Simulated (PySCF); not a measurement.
**Computed vibrations of [Yb(H2O)3]2+**

[Yb(H2O)3]2+ (singlet in the valence; each metal's 4f electrons, 14 of them, lie in its core potential, out of spins and levels). PySCF 2.14.0, RKS PBE, Yb lcecp-0-SVP with ECP60, O def2-SVP, H def2-SVP; non-relativistic Hamiltonian with scalar-relativistic core potentials where named; density fitting; no spin-orbit coupling. Central differences of gradients.

```xyz
10

Yb    0.0000    0.0000    0.0000
O     2.4079    0.0000    0.0000
H     3.0173    0.5921    0.4955
H     3.0173   -0.5922   -0.4955
O    -1.2039    2.0853    0.0000
H    -2.0214    2.3170    0.4955
H    -0.9958    2.9091   -0.4955
O    -1.2040   -2.0853    0.0000
H    -0.9959   -2.9091    0.4955
H    -2.0215   -2.3169   -0.4955
```

Run from Python with OMP_NUM_THREADS=2. Where DIIS fails, smearing, a level shift and second-order steps follow.
It took 39 s on 2 threads of Arm Neoverse V2, on a shared host.

**Question.** What are the harmonic wavenumbers and infrared intensities?

**Answer.** Modes are labelled in D3; negative numbers are unstable modes, those under 60 cm⁻¹ near the noise; a finer grid moves soft modes by up to 10 cm⁻¹.
| cm⁻¹ | km/mol | symmetry |
| --- | --- | --- |
| -38 | – | e |
| -38 | – | e |
| -20 | – | a2 |
| 30 | 3.3 | e |
| 30 | 3.3 | e |
| 117 | 0.0 | a1 |
| 298 | 0.0 | a1 |
| 308 | 5.8 | e |
| 308 | 5.8 | e |
| 486 | 117.5 | a2 |
| 496 | 94.0 | e |
| 496 | 94.0 | e |
| 516 | 526.2 | a2 |
| 516 | 171.8 | e |
| 516 | 171.8 | e |
| 1631 | 140.3 | e |
| 1631 | 140.3 | e |
| 1633 | 0.0 | a1 |
| 3621 | 302.3 | e |
| 3621 | 302.3 | e |
| 3626 | 0.0 | a1 |
| 3678 | 299.1 | a2 |
| 3678 | 210.3 | e |
| 3678 | 210.3 | e |

**Question.** Is this a minimum?

**Answer.** Probably not: 2 unstable, though so soft as to be near the noise (and 1 more above −25 cm⁻¹, within the noise); the lowest moves the atoms so:
```
Yb   0.00 -0.01  0.00
O    0.00  0.05 -0.02
H    0.00  0.10 -0.07
H    0.00  0.01  0.03
O    0.03  0.01  0.01
H   -0.22 -0.14 -0.34
H    0.29  0.15  0.36
O   -0.02  0.00  0.01
H   -0.32  0.17  0.41
H    0.27 -0.17 -0.40
```

An lcecp potential fixes the number of 4f electrons, so in runs with it no electron can move into or out of that shell.
